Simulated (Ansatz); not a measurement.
The same path of a periodic cell of 32 atoms, H11C20O (surface C(100)-2x1, partly H-covered, underside capped with H, adsorbate OH) was run twice with different band settings. Lost on the way: C25–C27, O31–H32. Made: C27–H32.

Level of theory: DFT PBEsol, scalar-relativistic, plane waves, PAW (Ansatz 0.2.0). Settings: PAW set soft_1, cutoff 420 eV, k mesh 3x3x1, gaussian smearing 0.05 eV, spin collinear.

Relaxed end points:

```xyz
32
Lattice="5.0487 0.0000 0.0000 0.0000 5.0487 0.0000 0.0000 0.0000 17.8356" Properties=species:S:1:pos:R:3
H 2.160 0.000 1.000
H 0.365 0.000 1.000
H 4.684 0.000 1.000
H 2.889 0.000 1.000
H 2.160 2.524 1.000
H 0.365 2.524 1.000
H 4.684 2.524 1.000
H 2.889 2.524 1.000
C 1.262 0.000 1.635
C 3.787 0.000 1.635
C 1.262 2.524 1.635
C 3.787 2.524 1.635
C 1.262 1.262 2.527
C 3.787 1.262 2.527
C 1.262 3.787 2.527
C 3.787 3.787 2.527
C 0.001 1.272 3.346
C 2.522 1.268 3.350
C 0.000 3.787 3.483
C 2.525 3.785 3.487
C 0.001 0.077 4.315
C 2.528 0.072 4.332
C 0.004 2.447 4.319
C 2.521 2.444 4.319
C 1.261 0.451 5.142
C 3.792 0.484 5.050
C 1.263 2.083 5.123
C 3.788 2.077 5.127
H 1.270 2.493 6.144
H 3.780 2.492 6.149
O 1.269 4.938 6.429
H 0.336 4.958 6.728
```

```xyz
32
Lattice="5.0487 0.0000 0.0000 0.0000 5.0487 0.0000 0.0000 0.0000 17.8356" Properties=species:S:1:pos:R:3
H 2.160 0.000 1.000
H 0.365 0.000 1.000
H 4.684 0.000 1.000
H 2.889 0.000 1.000
H 2.160 2.524 1.000
H 0.365 2.524 1.000
H 4.684 2.524 1.000
H 2.889 2.524 1.000
C 1.262 0.000 1.635
C 3.787 0.000 1.635
C 1.262 2.524 1.635
C 3.787 2.524 1.635
C 1.262 1.262 2.527
C 3.787 1.262 2.527
C 1.262 3.787 2.527
C 3.787 3.787 2.527
C 0.030 1.269 3.377
C 2.494 1.269 3.377
C -0.027 3.781 3.450
C 2.551 3.781 3.450
C -0.010 0.039 4.334
C 2.534 0.040 4.334
C -0.001 2.479 4.311
C 2.526 2.479 4.311
C 1.262 0.024 5.198
C 3.787 0.481 5.052
C 1.262 2.511 5.142
C 3.787 2.080 5.128
H 1.261 3.365 5.805
H 3.787 2.478 6.154
O 1.263 5.064 6.425
H 1.263 6.816 5.926
```

Common settings: climbing image yes; spring 5.0 eV/Å²; optimiser quadratic models (default); force threshold 0.05 eV/Å; end points relaxed; atoms held 1 to 16.

| run | movable images | start path | iteration limit |
| --- | --- | --- | --- |
| 1 | 5 | IDPP | 46 |
| 2 | 1 | default | 50 |

(1) What does each run give, and how far can it be trusted?

Answers

(1) Run 1: converged after 12 iterations, highest image 2.661 eV above the first end. Neighbouring images differ by up to 1.8 eV, so the band resolves the path poorly. By the program's own check the climbing image is of a kind that is not told: the force calls were inconclusive, a negative curvature could not be distinguished from the path's own, the only one lies far off the path, or fixed occupations may fill a level only in part (lowest curvatures found: -20.20 and 1.67 eV/Å²).
Run 2: converged after 19 iterations, highest image 2.661 eV above the first end. Neighbouring images differ by up to 2.7 eV, so the band resolves the path poorly. The order of the stationary point at the top wasn't checked. So few images can step over the top or miss a turn of the path.
Limits of this set-up: coarse k mesh, thin slab, slab without dipole correction, PAW files made for another functional.
